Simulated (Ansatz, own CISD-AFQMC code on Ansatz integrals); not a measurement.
H4B2Si, SMILES `[H]/B=[SiH]\B` (charge 0, multiplicity 1).

Cartesian coordinates (Å):
```xyz
7

B      1.7176    -0.0354     0.3305
Si     0.1286     0.8261    -0.0044
B     -1.2558    -0.5041    -0.2230
H      2.6558    -0.7157     0.5341
H      0.0821     2.2992    -0.0646
H     -2.3898    -0.2230    -0.4502
H     -0.9385    -1.6471    -0.1224
```
Charge 0, multiplicity 1.

Frozen-core energies in cc-pVDZ from Ansatz (a quantum-chemistry and plane-wave program) at a geometry from B3LYP-D3(BJ)/def2-TZVP; the HF reference has <S^2> = 0.00 (restricted, and unstable towards unrestricted orbitals) and the T1 diagnostic is 0.023.

| level | energy (Ha) |
|---|---|
| HF | -340.49547 |
| MP2 | -340.74981 |
| CCSD | -340.79935 |

Problem. Estimate the energies of CCSD(T), CCSDT, phaseless AFQMC, CISD trial (own CISD-AFQMC code on Ansatz integrals; ±0.32 mHa) and CCSDT(Q), and give each level's difference from CCSDT(Q).

Solution. 
```
level                                                                             energy (Ha)  difference from CCSDT(Q) (mHa)
--------------------------------------------------------------------------------  -----------  ------------------------------
MP2                                                                                -340.74981                           65.05
CCSD                                                                               -340.79935                           15.51
CCSD(T)                                                                            -340.81181                            3.05
CCSDT                                                                              -340.81385                            1.01
phaseless AFQMC, CISD trial (own CISD-AFQMC code on Ansatz integrals; ±0.32 mHa)   -340.81371                            1.15
CCSDT(Q)                                                                           -340.81486                            0.00
```
